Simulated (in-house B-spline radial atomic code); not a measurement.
**Ionising neutral oxygen with different functionals**

Computed with a B-spline radial code for spherical atoms: non-relativistic Hamiltonian, point nucleus, spin-polarised at highest spin, spherical fractional occupations for the functionals, and exact exchange of hybrids averaged over the configuration. The ionisation energy is the difference of two self-consistent energies, [He] 2s2 2p4 → [He] 2s2 2p3, without Breit or QED terms; ε is the level of the shell that loses the electron (its least bound occupied spin orbital).

```
   method                    rung  ΔSCF (eV)  -ε(2p) (eV)
     PBE0           global hybrid      13.55         9.14
    B3LYP           global hybrid      13.90         8.97
    TPSSh           global hybrid      13.32         7.79
   M06-2X           global hybrid      14.14        11.89
BHandHLYP           global hybrid      13.61        11.17
  r2SCAN0           global hybrid      12.99         8.84
    B97-1           global hybrid          ?            ?
    HSE06  range-separated hybrid      13.56         8.74
    wB97X  range-separated hybrid      13.57        11.85
CAM-B3LYP  range-separated hybrid      13.92        10.90
  LC-wPBE  range-separated hybrid          ?            ?
```

What does B97-1 give?

ΔSCF 13.67 eV, and -ε(2p) = 8.83 eV.

What does LC-wPBE give?

ΔSCF 13.81 eV, and -ε(2p) = 12.28 eV.

Among the functionals, which spreads more, the ΔSCF values or the orbital energies?

The orbital energies: ΔSCF values span about 1.15 eV and the orbital energies 4.49 eV.

How do they compare with the NIST value?

NIST lists 13.618 eV (measured, ground level to ground level). Errors run from -0.63 to +0.52 eV; BHandHLYP is closest (-0.01 eV), but part of that can be cancellation, since the calculations leave out relativity, Breit-QED terms, multiplet and fine-structure energies.
